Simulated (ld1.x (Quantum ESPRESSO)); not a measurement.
**Logarithmic derivatives: Zr, TM semilocal**

ld1.x (Quantum ESPRESSO) 7.5 input, shortened:

```
&input
   title='Zr', zed=40., rel=1, dft='PBE', iswitch=3,
   config='[Kr] 4d2 5s1 5p0'
 /
 &inputp
   pseudotype=1, tm=.true., lloc=1,
   nlcc=.true., new_core_ps=.true., rcore=1.90
 /
3
5S  1  0   1.00   0.00  3.30  3.30  0.0
4D  3  2   2.00   0.00  2.00  2.00  0.0
5P  2  1   0.00   0.00  3.60  3.60  0.0
 &test
   configts(1)='4d2 5s1 5p0'
 /
```

The phase is arctan(r·u′/u) with u = r·R(r), unwrapped; energies in Ry, scanned from -3 to 5 Ry. A pole is an energy at which the radial function vanishes at the test radius. The pseudo phase is shifted by a multiple of π to meet the all-electron one at the reference energy, and phase errors are pseudo minus all-electron; the curves can meet again beyond the range given. Levels narrower than the energy grid can be missing from the lists of poles.

**Question.** For each channel, where are the poles, and over which energies does the pseudopotential scatter like the atom?

**Answer.**

```
channel  radius (bohr)  reference energy (Ry)  poles, all-electron  poles, pseudo  unbroken range about the reference energy with phases within 0.05 rad  phase error 1 Ry above the reference energy (rad)
      s           3.88                  -0.73          -0.10, 3.72    -0.11, 2.59                                                              below 0.7                                             -0.015
      p           3.88                  -0.46    -2.86, 0.56, 4.54     0.49, 3.37                                                            -2.8 to 1.1                                             -0.017
      d           3.88                  -0.73          -0.62, 1.89    -0.62, 1.89                                                              below 3.7                                             +0.001
```

Phases in the s channel:

```json
{"E (Ry)": "-3.00", "all-electron": "1.390", "pseudo": "1.389"}
{"E (Ry)": "-2.76", "all-electron": "1.378", "pseudo": "1.377"}
{"E (Ry)": "-2.52", "all-electron": "1.363", "pseudo": "1.362"}
{"E (Ry)": "-2.28", "all-electron": "1.344", "pseudo": "1.343"}
{"E (Ry)": "-2.04", "all-electron": "1.318", "pseudo": "1.317"}
{"E (Ry)": "-1.80", "all-electron": "1.280", "pseudo": "1.279"}
{"E (Ry)": "-1.56", "all-electron": "1.221", "pseudo": "1.219"}
{"E (Ry)": "-1.32", "all-electron": "1.109", "pseudo": "1.106"}
{"E (Ry)": "-1.08", "all-electron": "0.812", "pseudo": "0.809"}
{"E (Ry)": "-0.84", "all-electron": "-0.301", "pseudo": "-0.302"}
{"E (Ry)": "-0.60", "all-electron": "-1.211", "pseudo": "-1.212"}
{"E (Ry)": "-0.36", "all-electron": "-1.455", "pseudo": "-1.458"}
{"E (Ry)": "-0.12", "all-electron": "-1.563", "pseudo": "-1.568"}
{"E (Ry)": "0.12", "all-electron": "-1.631", "pseudo": "-1.641"}
{"E (Ry)": "0.36", "all-electron": "-1.688", "pseudo": "-1.707"}
{"E (Ry)": "0.60", "all-electron": "-1.748", "pseudo": "-1.785"}
{"E (Ry)": "0.84", "all-electron": "-1.825", "pseudo": "-1.911"}
{"E (Ry)": "1.08", "all-electron": "-1.948", "pseudo": "-2.221"}
{"E (Ry)": "1.32", "all-electron": "-2.215", "pseudo": "-3.361"}
{"E (Ry)": "1.56", "all-electron": "-2.990", "pseudo": "-4.252"}
{"E (Ry)": "1.80", "all-electron": "-3.974", "pseudo": "-4.491"}
{"E (Ry)": "2.04", "all-electron": "-4.334", "pseudo": "-4.594"}
{"E (Ry)": "2.28", "all-electron": "-4.480", "pseudo": "-4.655"}
{"E (Ry)": "2.52", "all-electron": "-4.558", "pseudo": "-4.700"}
{"E (Ry)": "2.76", "all-electron": "-4.607", "pseudo": "-4.740"}
{"E (Ry)": "3.00", "all-electron": "-4.642", "pseudo": "-4.780"}
{"E (Ry)": "3.24", "all-electron": "-4.670", "pseudo": "-4.829"}
{"E (Ry)": "3.48", "all-electron": "-4.692", "pseudo": "-4.905"}
{"E (Ry)": "3.72", "all-electron": "-4.712", "pseudo": "-5.070"}
{"E (Ry)": "3.96", "all-electron": "-4.731", "pseudo": "-5.758"}
{"E (Ry)": "4.20", "all-electron": "-4.749", "pseudo": "-7.259"}
{"E (Ry)": "4.44", "all-electron": "-4.767", "pseudo": "-7.592"}
{"E (Ry)": "4.68", "all-electron": "-4.788", "pseudo": "-7.701"}
{"E (Ry)": "4.92", "all-electron": "-4.811", "pseudo": "-7.756"}
```
